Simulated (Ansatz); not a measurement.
Reactions of C$_{2}$H$_{7}$InO, SMILES `[CH3][InH][CH2]O`.

Program: Ansatz. Geometries: PBE0-D4/def2-TZVP. ΔE: electronic, gas phase. CCSD(T)/CBS adds triple-zeta CCSD(T) − MP2 to the extrapolated MP2 energy (def2 sets, frozen cores). This one scheme is used for every species. def2 core potentials past Kr. For Ge, I, In outer-core shells are correlated without core-valence functions, which leaves a few kJ/mol of doubt a bond. Scalar relativity is left out up to krypton. One conformer a species, not always the lowest.

(1) Order these by ΔE at CCSD(T)/CBS, lowest first. (An estimate is asked.)
A. `[CH3][InH][CH2]O` + H₂S → `[CH3][InH][SH]` + CH₃OH
B. `[CH3][InH][CH2]O` + `CCCI` → `O[CH2][InH][I]` + `CCCC`
C. `[CH3][InH][CH2]O` + disilane → `OC[SiH2][SiH3]` + `[CH3][InH2]`
D. `[CH3][InH][CH2]O` + `BCl` → `OCBCl` + `[CH3][InH2]`
E. `[CH3][InH][CH2]O` + H–F → `[CH3][InH][CH2]F` + H₂O
F. `[CH3][InH][CH2]O` + HCl → `[CH3][InH][Cl]` + CH₃OH
G. `[CH3][InH][CH2]O` + `[NH2][GeH2][CH2][SiH3]` → `[CH3][InH][CH2][SiH3]` + `[NH2][GeH2][CH2]O`

Largest T1 diagnostic: 0.013, for `[CH3][InH][SH]`.

Answers

(1) B (-1.95 eV), F (-1.86 eV), A (-1.52 eV), D (-0.46 eV), G (-0.25 eV), C (-0.14 eV), E (-0.05 eV).
